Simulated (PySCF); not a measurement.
Species: SnH3(OiPr), C₃H₁₀OSn.
Bonds: Sn1–O5, O5–C6, C6–C7, C6–C8. Hydrogens: H2, H3, H4 on Sn1; H9 on C6; H10, H11, H12 on C7; H13, H14, H15 on C8.

Computed, not measured: PBE0-D3(BJ)/def2-SVP geometry optimisation, gas phase, def2 core potentials past Kr (PySCF).

Question: Give the optimised bond lengths and angles.

Answer: 
```
                   bond  length (pm)
         Sn1–H2, Sn1–H3        171.1
                 Sn1–H4        171.7
                 Sn1–O5        199.3
                  O5–C6        140.8
           C6–C7, C6–C8        152.1
                  C6–H9        111.3
C7–H10 and 5 like bonds        110.1
```

Bonds in one row agree within 1 pm and their mean is given. A selection of angles:
```
     angle  degrees
 H2–Sn1–H3    111.9
 H2–Sn1–H4    113.3
 H2–Sn1–O5    103.0
 H3–Sn1–O5    109.8
 H4–Sn1–O5    107.0
 Sn1–O5–C6    122.0
  O5–C6–C7    107.1
  O5–C6–C8    111.8
  O5–C6–H9    110.2
  C7–C6–C8    111.8
  C7–C6–H9    107.9
 C6–C7–H10    109.9
 C6–C7–H11    111.4
H10–C7–H11    108.8
H10–C7–H12    108.0
```

Torsions: Sn1–O5–C6–C7 -170° (antiperiplanar). The mirror-image conformer, all signs reversed, is as good.

O5 (oxygen bonded to C and Sn) is bent (angle 122.0°). Sn1 (tin bonded to O and 3 H) is distorted tetrahedral (angles from 103.0° to 113.3°).

Point group: C1 (no symmetry element, even within 0.4 Å). No frequency check. The numbers are those of one conformer.

On one thread of an Intel Xeon at 2.50 GHz (shared host), this took 4.1 min wall, 3.1 min CPU and 0.51 GiB of memory at its peak. That covers the optimisation of the geometry.
